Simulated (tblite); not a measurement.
C6H7B (charge -1 and doublet state).
InChI=1S/C6H7B/c7-6-4-2-1-3-5-6/h1-5H,7H2/q-1

Level: GFN2-xTB in tblite, geometry and Hessian alike; calculated harmonic values, unscaled, isolated species. Errors from tens to a few hundred cm⁻¹ against measured bands are possible. Modes of hydrogen on boron can be 10 to 20 % off. Open shells enter through the occupations alone, without spin polarisation, and single modes of such species can be off by tens of per cent.

Harmonic wavenumbers (cm⁻¹): 159.0, 291.3, 344.8, 385.9, 417.7, 490.2, 584.6, 608.8, 656.1, 724.4, 767.7, 794.6, 821.0, 829.5, 890.8, 895.6, 952.0, 1051.2, 1114.3, 1162.3, 1170.5, 1215.8, 1255.5, 1307.6, 1339.1, 1394.0, 1447.4, 1482.8, 1614.9, 2331.5, 2378.8, 2929.6, 2933.1, 2975.8, 2978.5, 3002.5.

A = 5623, B = 2642, C = 1797 MHz; mass 90.064 u (most abundant isotopes); point group C2v, symmetry number 2; spin multiplicity 2.

Task: What is the zero-point energy?

Result: Half the sum of the wavenumbers: 22850 cm⁻¹ = 273.34 kJ/mol.

Task: What is S at 400 K and 1 bar for an ideal gas of classical rigid rotors and harmonic oscillators?

Result: Translation 171.09, rotation 110.41, vibration 74.68, spin (R ln 2) 5.76: S = 361.9 J/(mol K).

Task: And Cp and H(400 K) − H(0)?

Result: Cp = 148.78 J/(mol K), of which vibrations give 115.52 (their classical limit is 36 R = 299.3); H(400 K) − H(0) = 32.42 kJ/mol without the zero-point energy, 19.11 from vibrations.

Task: Which modes carry the vibrational entropy at 400 K?

Result: 159.0 cm⁻¹: 13.07; 291.3 cm⁻¹: 8.30; 344.8 cm⁻¹: 7.04; 385.9 cm⁻¹: 6.22; 417.7 cm⁻¹: 5.67; 490.2 cm⁻¹: 4.60 J/(mol K); the other 30 give 29.78 together.

Task: What must be added to the electronic energy to get the Gibbs energy at 400 K and 1 bar?

Result: ZPE + [H(400 K) − H(0)] − T·S = 273.34 + 32.42 − 144.78 = 160.98 kJ/mol.

Hindered rotation and anharmonicity are outside this model.
